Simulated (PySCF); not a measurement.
System (SMILES): C=C(F)F.
Geometry (B3LYP-D3(BJ)/def2-TZVP, fixed):
```xyz
6

C      1.3666    -0.1842    -0.0960
C      0.0659    -0.0089    -0.0046
F     -0.8303    -0.9779     0.0790
F     -0.5461     1.1633     0.0177
H      2.0191     0.6710    -0.1597
H      1.7731    -1.1820    -0.1067
```

How fast the lowest singlet excitation energy converges with the basis for several methods (PySCF): deviation from each method's own reference, in eV. References: CAM-B3LYP 6.767 eV, the value in aug-pcseg-2; PBE 6.089 eV, the value in aug-pcseg-2; PBE0 6.685 eV, the value in aug-pcseg-2. All functions are spherical. Density fitting with generated auxiliary sets. No added dispersion term, no relativity. Tamm-Dancoff approximation, the state taken by its order.

| basis | functions | CAM-B3LYP | PBE | PBE0 |
|---|---|---|---|---|
| pcseg-1 | 66 | ___ | 1.795 | 1.732 |
| 6-311G** | 84 | ___ | 1.675 | 1.616 |
| def2-SVPD | 102 | ___ | 0.657 | 0.634 |
| aug-cc-pVDZ | 110 | ___ | 0.011 | 0.013 |
| cc-pVTZ | 148 | ___ | 1.580 | 1.515 |
| d-aug-cc-pVDZ | 154 | ___ | -0.079 | -0.060 |
| cc-pVQZ | 280 | ___ | 1.190 | 1.129 |
| def2-QZVPP | 288 | ___ | 0.918 | 0.859 |

**Question.** Some entries are withheld; supply them.

**Answer.** 
- pcseg-1, CAM-B3LYP: 1.638
- 6-311G**, CAM-B3LYP: 1.531
- def2-SVPD, CAM-B3LYP: 0.543
- aug-cc-pVDZ, CAM-B3LYP: 0.000
- cc-pVTZ, CAM-B3LYP: 1.431
- d-aug-cc-pVDZ, CAM-B3LYP: -0.037
- cc-pVQZ, CAM-B3LYP: 1.053
- def2-QZVPP, CAM-B3LYP: 0.774

Mean absolute deviation over 6-311G**, cc-pVTZ: CAM-B3LYP 1.481, PBE0 1.566, PBE 1.627 eV.
